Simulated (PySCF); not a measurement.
BH5O2Si, SMILES OBO[SiH3]. Atoms are numbered in the order given.

```xyz
9

B     -0.4696     1.1592     0.0000
H     -1.6760     1.0941     0.0000
O      0.0950     2.3890     0.0000
H      1.0622     2.3422     0.0000
O      0.3153     0.0427     0.0000
Si    -0.0047    -1.6027     0.0000
H     -1.4748    -1.8468     0.0000
H      0.6098    -2.2008     1.2154
H      0.6098    -2.2008    -1.2154
```

Geometry: B3LYP-D3(BJ)/def2-SVP. One conformer was computed; it need not be the lowest.

Level of theory: ωB97X/def2-TZVP (PySCF).

ESP charges are fitted to the potential on shells at 1.4 to 2.0 van der Waals radii. Atomic charges (e):

```json
[
 {"atom": "B1", "Löwdin": "?", "IAO": "0.41", "ESP fit": "0.65"},
 {"atom": "H2", "Löwdin": "?", "IAO": "-0.03", "ESP fit": "-0.13"},
 {"atom": "O3", "Löwdin": "0.18", "IAO": "-0.55", "ESP fit": "-0.69"},
 {"atom": "H4", "Löwdin": "0.21", "IAO": "0.37", "ESP fit": "0.44"},
 {"atom": "O5", "Löwdin": "0.22", "IAO": "-0.68", "ESP fit": "-0.48"},
 {"atom": "Si6", "Löwdin": "0.25", "IAO": "0.92", "ESP fit": "0.42"},
 {"atom": "H7", "Löwdin": "?", "IAO": "-0.15", "ESP fit": "-0.09"},
 {"atom": "H8", "Löwdin": "?", "IAO": "-0.15", "ESP fit": "-0.06"},
 {"atom": "H9", "Löwdin": "?", "IAO": "-0.15", "ESP fit": "-0.06"}
]
```

Q: Fill in the missing entries. (Estimate from the structure and the level; the computed values follow.)

A: 
- B1, Löwdin: -0.78
- H2, Löwdin: 0.05
- H7, Löwdin: -0.04
- H8, Löwdin: -0.05
- H9, Löwdin: -0.05

Q: Give the Mayer and Wiberg (Löwdin basis) orders of the bonds. (The exact figures need the calculation; the answer reports its results.)

A: 
```json
[
 {"bond": "B1–H2", "Mayer": "0.99", "Wiberg": "0.90"},
 {"bond": "B1–O3", "Mayer": "1.36", "Wiberg": "2.07"},
 {"bond": "O3–H4", "Mayer": "0.87", "Wiberg": "0.94"},
 {"bond": "B1–O5", "Mayer": "1.20", "Wiberg": "1.89"},
 {"bond": "O5–Si6", "Mayer": "1.06", "Wiberg": "1.41"},
 {"bond": "Si6–H7", "Mayer": "0.96", "Wiberg": "0.95"},
 {"bond": "Si6–H8", "Mayer": "0.96", "Wiberg": "0.97"},
 {"bond": "Si6–H9", "Mayer": "0.96", "Wiberg": "0.97"}
]
```
